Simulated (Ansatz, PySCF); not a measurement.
Pulling on the C4–H5 bond in CH4GeO (SMILES C[O][GeH]) (multiplicity 1 held, fragments rigid). Energies count from the point at 1.093 Å.
Geometry at that point (charge 0, multiplicity 1):
```
atom    x (Å)    y (Å)    z (Å)
----  -------  -------  -------
Ge    -0.3092  -0.4404   0.6133
H     -1.3390  -0.7616  -0.6020
O      0.7362   0.6534  -0.3365
C      0.6019   1.0336  -1.6953
H      0.4997   2.1200  -1.7566
H      1.5021   0.7410  -2.2416
H     -0.2698   0.5637  -2.1609
```

Unrestricted levels (U-) break spin symmetry where that is lower. Active spaces are followed from a long bond inwards. Curves can end on different states.

Correlated levels freeze the cores. Filled d and f shells under p-block atoms count as core. Rows in 3-21G, LANL2DZ carry no dispersion term and start afresh at each structure; the Pople sets are all-electron and without relativity. LANL2DZ brings its own core potentials from Na on.

Programs: Ansatz (Gaussian orbitals); PySCF for 3-21G rows, LANL2DZ rows. 

Other levels give for the energy at R = 3.497 Å: U-PBE/cc-pVTZ 104.48; U-B3LYP/cc-pVTZ 106.96; U-wB97X-V/cc-pVTZ 109.25; FIC-MRCISD+Q on CASSCF(2,2)/cc-pVTZ 108.33 kcal/mol.

Common cheap choices:

| level | energy at R = 3.497 Å (kcal/mol) |
|---|---|
| R-HF/3-21G | 192.31 |
| U-HF/LANL2DZ | 86.03 |
| R-BP86/LANL2DZ | 129.73 |
| R-B3LYP/LANL2DZ | 143.02 |

Doubts at one or more of the structures used: a restricted determinant that unrestricted orbitals would lower (R-HF/3-21G); a spin-contaminated determinant (U-HF/LANL2DZ, U-PBE/cc-pVTZ, U-B3LYP/cc-pVTZ, U-wB97X-V/cc-pVTZ).

Ansatz is an electronic-structure program.
